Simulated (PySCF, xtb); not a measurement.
C2H4AlClO, SMILES [Al]([OH])([Cl])[CH]=C. The values are those of a single conformer.

Harmonic wavenumbers (cm⁻¹) from GFN2-xTB in xtb 6.7.1 at its own minimum, in rising order: 88, 93, 155, 209, 263, 353, 431, 464, 483, 636, 895, 921, 971, 1036, 1229, 1399, 1629, 2966, 3036, 3076, 3778.

Q: What does PBE-D3(BJ)/def2-SVP in PySCF give at its own minimum? (The exact figures need the calculation; the answer reports its results.)

A: 66, 98, 180, 216, 281, 349, 455, 477, 586, 663, 867, 964, 966, 1021, 1222, 1372, 1598, 3034, 3066, 3127, 3818. Paired by order, the mean absolute difference is 28 cm⁻¹ and the zero-point energies are 34.5 and 34.9 kcal/mol.
